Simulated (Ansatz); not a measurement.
Start from `[SiH3][Sn]([Cl])([Cl])[Cl]` and change one atom or group to get `[F][Sn]([Cl])([Cl])[Cl]`.

Ansatz, PBE0-D4/def2-TZVP geometries, multiplicity 1. 

Elements past krypton have def2 core potentials.

| property | `[SiH3][Sn]([Cl])([Cl])[Cl]` |
| --- | --- |
| size of the dipole moment (PBE/def2-TZVPP) / D | 3.82 |
| HOMO–LUMO gap (PBE0/def2-TZVPP) / eV | 6.49 |
| LUMO energy (ωB97M-V/def2-TZVPP) / eV | -0.26 |
| size of the dipole moment (ωB97M-V/def2-TZVPP) / D | 4.03 |
| HOMO energy (B3LYP/def2-TZVPP) / eV | -8.44 |
| HOMO energy (PBE0/def2-TZVPP) / eV | -8.68 |

Problem. Give the same properties after the change, and the shifts. (Best estimate.)

Solution. Computed: 
| property | `[F][Sn]([Cl])([Cl])[Cl]` | shift |
| --- | --- | --- |
| size of the dipole moment (PBE/def2-TZVPP) / D | 1.07 | -2.75 |
| HOMO–LUMO gap (PBE0/def2-TZVPP) / eV | 6.74 | 0.25 |
| LUMO energy (ωB97M-V/def2-TZVPP) / eV | -1.11 | -0.85 |
| size of the dipole moment (ωB97M-V/def2-TZVPP) / D | 1.16 | -2.87 |
| HOMO energy (B3LYP/def2-TZVPP) / eV | -9.64 | -1.20 |
| HOMO energy (PBE0/def2-TZVPP) / eV | -9.95 | -1.27 |

With PBE0 the HOMO falls by 1.27 eV and the LUMO falls by 1.02 eV, so the gap widens by about 0.25 eV. PBE moves the HOMO by -0.97 eV and ωB97M-V by -1.55 eV. The zero-point energy changes by -59.5 kJ/mol with -9 modes. Dipoles are sizes alone; their direction can turn.

B3LYP here is the variant with VWN-RPA as its local correlation; programs differ in this.
